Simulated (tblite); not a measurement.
C3H5BO2.
Bonds: C1–C2 (triple), C2–B3, B3–O4, B3–O5, O5–C6. Hydrogens: H7 on C1; H8 on O4; H9, H10, H11 on C6.

Computed with GFN2-xTB (tblite), gas phase: Langevin dynamics at 600 K from the optimised GFN2-xTB geometry, time step 0.5 fs, friction 0.01 fs⁻¹, 2000 steps. The instantaneous temperature is 2·E(kin)/(3Nk) with all 3N coordinates.

| t (fs) | T (K) | E(pot) above start (eV) | C1≡C2 (Å) | C2–B3 (Å) | B3–O4 (Å) | B3–O5 (Å) | O5–C6 (Å) | C1–H7 (Å) | C2–B3–O5–C6 (°) |
| --- | --- | --- | --- | --- | --- | --- | --- | --- | --- |
| 0 | 526 | 0.000 | 1.202 | 1.536 | 1.351 | 1.361 | 1.404 | 1.052 | -1 |
| 25 | 461 | 0.366 | 1.197 | 1.570 | 1.395 | 1.329 | 1.405 | 1.073 | 7 |
| 50 | 441 | 0.745 | 1.212 | 1.543 | 1.394 | 1.307 | 1.452 | 1.066 | 0 |
| 75 | 455 | 0.543 | 1.209 | 1.545 | 1.403 | 1.358 | 1.469 | 1.032 | 2 |
| 100 | 406 | 0.473 | 1.204 | 1.582 | 1.353 | 1.321 | 1.361 | 1.087 | 17 |
| 125 | 680 | 0.413 | 1.205 | 1.603 | 1.349 | 1.359 | 1.399 | 1.018 | -17 |
| 150 | 614 | 0.733 | 1.225 | 1.510 | 1.345 | 1.376 | 1.457 | 1.063 | -2 |
| 175 | 403 | 0.776 | 1.201 | 1.523 | 1.339 | 1.435 | 1.413 | 1.072 | -4 |
| 200 | 423 | 0.687 | 1.188 | 1.518 | 1.353 | 1.386 | 1.372 | 1.029 | -10 |
| 225 | 504 | 0.566 | 1.194 | 1.520 | 1.431 | 1.421 | 1.405 | 1.085 | -1 |
| 250 | 739 | 0.474 | 1.220 | 1.501 | 1.379 | 1.363 | 1.385 | 0.996 | -5 |
| 275 | 404 | 0.661 | 1.199 | 1.584 | 1.379 | 1.348 | 1.404 | 1.110 | -1 |
| 300 | 614 | 0.438 | 1.206 | 1.529 | 1.326 | 1.370 | 1.453 | 0.990 | -12 |
| 325 | 864 | 0.374 | 1.213 | 1.591 | 1.346 | 1.367 | 1.470 | 1.123 | -2 |
| 350 | 514 | 1.028 | 1.216 | 1.594 | 1.316 | 1.341 | 1.310 | 0.974 | -14 |
| 375 | 617 | 0.765 | 1.194 | 1.517 | 1.341 | 1.402 | 1.448 | 1.153 | -24 |
| 400 | 764 | 0.358 | 1.204 | 1.543 | 1.327 | 1.376 | 1.450 | 1.016 | 7 |
| 425 | 632 | 0.517 | 1.208 | 1.557 | 1.334 | 1.346 | 1.405 | 1.103 | -5 |
| 450 | 608 | 0.483 | 1.215 | 1.555 | 1.358 | 1.359 | 1.397 | 1.060 | 4 |
| 475 | 648 | 0.512 | 1.213 | 1.601 | 1.314 | 1.346 | 1.445 | 1.091 | 16 |
| 500 | 464 | 0.749 | 1.234 | 1.592 | 1.278 | 1.306 | 1.423 | 1.063 | 15 |
| 525 | 748 | 0.345 | 1.195 | 1.615 | 1.322 | 1.346 | 1.465 | 1.074 | -4 |
| 550 | 706 | 0.537 | 1.221 | 1.511 | 1.379 | 1.351 | 1.416 | 1.100 | -14 |
| 575 | 557 | 0.602 | 1.203 | 1.590 | 1.389 | 1.331 | 1.396 | 1.012 | -19 |
| 600 | 658 | 0.566 | 1.200 | 1.518 | 1.445 | 1.353 | 1.385 | 1.093 | -19 |
| 625 | 791 | 0.410 | 1.211 | 1.479 | 1.388 | 1.339 | 1.437 | 1.027 | 4 |
| 650 | 347 | 0.780 | 1.202 | 1.560 | 1.374 | 1.383 | 1.457 | 1.071 | 3 |
| 675 | 447 | 0.842 | 1.197 | 1.507 | 1.431 | 1.327 | 1.428 | 1.037 | 16 |
| 700 | 474 | 0.815 | 1.198 | 1.507 | 1.420 | 1.391 | 1.421 | 1.078 | 18 |
| 725 | 617 | 0.422 | 1.209 | 1.549 | 1.364 | 1.349 | 1.359 | 1.043 | -6 |
| 750 | 588 | 0.699 | 1.230 | 1.521 | 1.367 | 1.314 | 1.352 | 1.104 | -14 |
| 775 | 441 | 0.795 | 1.189 | 1.555 | 1.370 | 1.400 | 1.407 | 1.026 | -3 |
| 800 | 626 | 0.584 | 1.195 | 1.512 | 1.375 | 1.361 | 1.429 | 1.124 | -16 |
| 825 | 441 | 1.082 | 1.240 | 1.532 | 1.339 | 1.307 | 1.393 | 0.958 | -6 |
| 850 | 780 | 0.799 | 1.182 | 1.566 | 1.389 | 1.350 | 1.462 | 1.138 | 23 |
| 875 | 742 | 0.955 | 1.240 | 1.546 | 1.317 | 1.320 | 1.488 | 1.008 | 8 |
| 900 | 611 | 0.653 | 1.199 | 1.602 | 1.307 | 1.348 | 1.429 | 1.124 | 14 |
| 925 | 745 | 0.602 | 1.189 | 1.549 | 1.369 | 1.385 | 1.418 | 1.021 | 11 |
| 950 | 835 | 0.655 | 1.226 | 1.551 | 1.329 | 1.336 | 1.377 | 1.100 | 1 |
| 975 | 901 | 0.804 | 1.193 | 1.587 | 1.328 | 1.375 | 1.492 | 1.066 | -4 |
| 1000 | 989 | 0.602 | 1.216 | 1.539 | 1.327 | 1.355 | 1.456 | 1.023 | -2 |

Task: From 500 fs on, how do temperature and potential energy compare with equipartition?

Result: The mean temperature of these 21 frames is 643 K against the target 600 K, and the mean potential energy 0.68 eV against 27 × kT/2 = 0.70 eV for 27 classical harmonic modes. For 11 atoms in a canonical ensemble the temperature itself scatters by T·√(2/(3N)) = 148 K; here its standard deviation is 166 K. The whole run lasts only 10 friction times of 100 fs, so these averages carry a wide statistical error.

Task: What are the kinetic and total energies of the listed frame with the highest potential energy?

Result: The one at 825 fs, 1.082 eV above the start. Its kinetic energy is 3NkT/2 = 0.626 eV at 441 K, so the sum is 1.71 eV; over the listed frames the sum runs from 0.75 to 2.09 eV, since the thermostat adds and removes energy.

Task: How much do the listed bonds fluctuate from 500 fs on?

Result: 
```tsv
bond	at the start (Å)	mean (Å)	standard deviation (Å)
C1≡C2	1.202	1.208	0.017
C2–B3	1.536	1.547	0.035
B3–O4	1.351	1.362	0.041
B3–O5	1.361	1.349	0.026
O5–C6	1.404	1.423	0.037
C1–H7	1.052	1.061	0.045
```

The motion is classical and holds no zero-point motion.

The cost below is that of the whole dynamics run. Time: 4.8 s; peak memory 0.19 GiB. Hardware: Intel Xeon 6975P-C, one thread, shared host.
